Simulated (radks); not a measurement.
Task: The mean radii <r> (bohr) of the occupied orbitals of an atom or ion are listed with their occupations. Calculated with a radial shooting solver on a logarithmic mesh with Libxc functionals: scalar-relativistic Kohn-Sham, PBEsol, spin-polarised, spherical densities, point nucleus.

| orbital | occ. | <r> |
|---|---|---|
| 1s down | 1 | 0.02037 |
| 1s up | 1 | 0.02037 |
| 2s up | 1 | 0.08648 |
| 2s down | 1 | 0.08648 |
| 2p up | 3 | 0.07674 |
| 2p down | 3 | 0.07673 |
| 3s up | 1 | 0.2255 |
| 3s down | 1 | 0.2254 |
| 3p up | 3 | 0.2247 |
| 3p down | 3 | 0.2245 |
| 3d up | 5 | 0.2039 |
| 3d down | 5 | 0.2038 |
| 4s up | 1 | 0.5071 |
| 4s down | 1 | 0.5073 |
| 4p up | 3 | 0.5374 |
| 4p down | 3 | 0.5376 |
| 4d up | 5 | 0.5793 |
| 4d down | 5 | 0.5802 |
| 5s up | 1 | 1.198 |
| 5s down | 1 | 1.208 |
| 5p up | 3 | 1.375 |
| 5p down | 3 | 1.388 |
| 4f up | 7 | 0.7220 |
| 4f down | 3 | 0.7352 |

Name the element and its charge. Open shells, if any, are filled with parallel spins first.

Result: Z = 68, erbium, charge +4: Er4+ in [Xe] 4f10. The 1s radius gives Z: for a bare nucleus <r> = (2 gamma + 1)/(2Z) with gamma = sqrt(1 - (Z/c)^2), 0.02012 bohr for Z = 68, and screening makes it slightly larger (0.02037 here). The occupations add up to 64, and the charge is Z minus that.
